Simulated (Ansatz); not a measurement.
A search over several starts for the lowest SCF solution of TiO₄ at the given spin, in a small basis.

```yaml
crystal:
  periodic: [false, false, false]
  atoms:
    - {symbol: Ti, position_ang: [-0.000223, -0.000536, 0.000077]}
    - {symbol: O, position_ang: [-1.551767, 0.049967, -0.920886]}
    - {symbol: O, position_ang: [-1.442863, 1.081561, 0.069631]}
    - {symbol: O, position_ang: [1.798888, -0.129665, -0.057601]}
    - {symbol: O, position_ang: [1.195974, -1.001316, 0.908779]}
basis:
  gaussian: {orbitals: def2-SVP}
magnetization: {spin_polarized: true, initial_magnetization: 0}
hamiltonian: {xc: pbe0, dispersion: d4}
output: {orbitals: {seedname: orbitals}}
```

```sh
$ ansatz run in.yaml --threads 4 --pin off --events-out ev --progress --plain --max-ram 4787MiB
```

Output, abridged:

```
Functional definition: PBE0
868 factors; integrals over basis functions are off by at most 1.1e-3 eV
mean field evaluation 1: about -31266.8660 eV, gradient 4.8e1 eV
mean field evaluation 2: about -30921.9182 eV, gradient 3.0e2 eV
mean field evaluation 4: about -31276.4966 eV, gradient 1.2e1 eV
mean field evaluation 8: about -31277.2126 eV, gradient 7.1e-1 eV
mean field evaluation 16: about -31277.2143 eV, gradient 3.0e-4 eV
mean field -31277.21434688 eV, -1149.4164267904 hartree, gradient 8.3e-6 eV, S^2 0.000000; 0 other end points of the search recorded, 0 dependent functions left out
reference -31277.21442439 eV, -1149.4164296388 hartree; 27, 27 occupied and 60, 60 virtual orbitals, 868 factors
Total energy: -31277.30006305 eV, -1149.4195768017 hartree
```

Run time 1.6 s (4 threads of Arm Neoverse V1 on a shared host).

The structure holds 2 bonds between oxygen atoms, so isomers without such links may lie far lower. The structure comes from a short search, and lower isomers may exist.
